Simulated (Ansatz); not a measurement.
Reaction (ligand exchange at the Si–O bond): `N[Si@H](Cl)O[Si@@H](N)O` + NH₃ → `N[SiH](N)Cl` + `N[SiH](O)O`

Isolated molecules relaxed with PBE0-D4/def2-TZVP in Ansatz; ΔE leaves out vibrations. CCSD(T)/CBS adds triple-zeta CCSD(T) − MP2 to the extrapolated MP2 energy (def2 sets, frozen cores). This one scheme is used for every species. Functionals use def2-TZVPP. B3LYP here is the variant with VWN-RPA as its local correlation; programs differ in this. Each species was taken in one conformer, which may not be the lowest.

CCSD(T)/CBS gives +61.9 kJ/mol.

(1) Another level gave +65.2 kJ/mol. Which?
A. ωB97X-V/def2-TZVPP
B. B3LYP-D4/def2-TZVPP
C. PBE/def2-TZVPP
D. PBE-D4/def2-TZVPP

Largest T1 diagnostic among the species: 0.011.

## Answers

(1) B. B3LYP-D4 65.2, ωB97X-V 60.5, PBE-D4 54.9, PBE 48.6 kJ/mol.

From PBE to PBE0 (25 % exact exchange), in def2-TZVPP and without D4, ΔE moves by +3.5 kJ/mol. In def2-TZVPP, CCSD(T) changes the Hartree–Fock value by −3.8 kJ/mol (the triples alone add −0.3 kJ/mol) and MP2 by −4.8 kJ/mol. The D4 term adds +9.6 kJ/mol with B3LYP and +6.1 kJ/mol with PBE0; it sums over pairs of atoms, weighted by their polarisabilities, and B3LYP, whose exchange is more repulsive, gets the larger term.
